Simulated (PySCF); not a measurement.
Work out the structure from these simulated measurements.

Formula: C3H9Al2Cl2FSi.

| Quantity | Value |
| --- | --- |
| Valence photoelectron | vertical ionisation energy: 9.77 eV [ΔSCF CAM-B3LYP/def2-SVPD] |
| Triplet | lowest triplet excitation (Tamm–Dancoff): 4.17 eV [TDA CAM-B3LYP/def2-SVPD] |
| Rotational structure | rotational constants A, B, C: 1.469, 0.290, 0.269 GHz [PBE0-D3(BJ)/def2-SVP] |
| 13C NMR | chemical shifts (computed TMS as zero) by class: 176.3 (1 C), 111.3 (1 C), -7.9 (1 C) ppm [GIAO B97-2/pcSseg-1] |
| UV, first state | lowest singlet excitation: 6.56 eV (189 nm, f = 0.010) [TDDFT CAM-B3LYP/def2-SVPD] |
| XPS | Si2p3/2 106.7, Cl2p3/2 206.6 (×2), C1s 289.6, C1s 290.3, C1s 292.3, F1s 692.6, Al1s 1567.6, Al1s 1567.9, Si1s 1846.5, Cl1s 2829.3 (×2) eV [ΔSCF SCAN, pcX-2 on the ionised atom, pcseg-1 elsewhere, spin-free X2C, 2p3/2 from a spin–orbit splitting computed afterwards within the 2p shell] |

The electronic properties come from PySCF, for the isolated species, density fitting. Levels stand in brackets. Isolated species at its PBE0-D3(BJ)/def2-SVP geometry (one conformer only). Each NMR value is the plain mean over a class of atoms that symmetry, rotation or inversion makes alike.

Task: Propose a structure and show how it fits.

Result: Numbering: `[CH2:1]=[C:2]([F:3])[SiH2:4][CH2:5][AlH-:6]1[Cl+:7][AlH2-:8][Cl+:9]1`. 3 carbons fall into 3 classes; from least to most shielded: vinylic C–F carbon [C2] (176.3 ppm), terminal =CH2 carbon [C1] (111.3 ppm), chain sp3 carbon bound to silicon [C5] (-7.9 ppm). The core levels belong to: Si2p3/2 106.7 eV, SiH2 silicon [Si4]; Cl2p3/2 206.6 eV, chlorine bonded to 2 Al [Cl7/Cl9]; C1s 289.6 eV, sp3 carbon bound to silicon [C5]; C1s 290.3 eV, terminal =CH2 carbon [C1]; C1s 292.3 eV, vinylic C–F carbon [C2]; F1s 692.6 eV, vinyl fluorine [F3]; Al1s 1567.6 eV, aluminium bonded to C, 2 Cl and H [Al6]; Al1s 1567.9 eV, aluminium bonded to 2 Cl and 2 H [Al8]; Si1s 1846.5 eV, SiH2 silicon [Si4]; Cl1s 2829.3 eV, chlorine bonded to 2 Al [Cl7/Cl9]. One atom of each topological class was ionised and stands for its class. The hole state at 292.3 eV has ⟨S²⟩ = 0.84 against 0.75, so that value is less sure. The first electron is taken from the HOMO, whose largest Löwdin shares are 0.36 on the terminal =CH2 carbon, 0.30 on the vinylic C–F carbon, 0.12 on the vinyl fluorine and 0.05 on the sp3 carbon bound to silicon. The optimised geometry has point group C1 and is an asymmetric top. Structure: `FC([SiH2][CH2][AlH-]1[Cl+][AlH2-][Cl+]1)=C`. The assignments are read from this structure; whether some other isomer fits the data as well wasn't checked.

Shape of the structure used: `[CH2:1]=[C:2]([F:3])[SiH2:4][CH2:5][AlH-:6]1[Cl+:7][AlH2-:8][Cl+:9]1`: C1–C2–Si4–C5 124°, C2–Si4–C5–Al6 168°, Si4–C5–Al6–Cl7 57°.
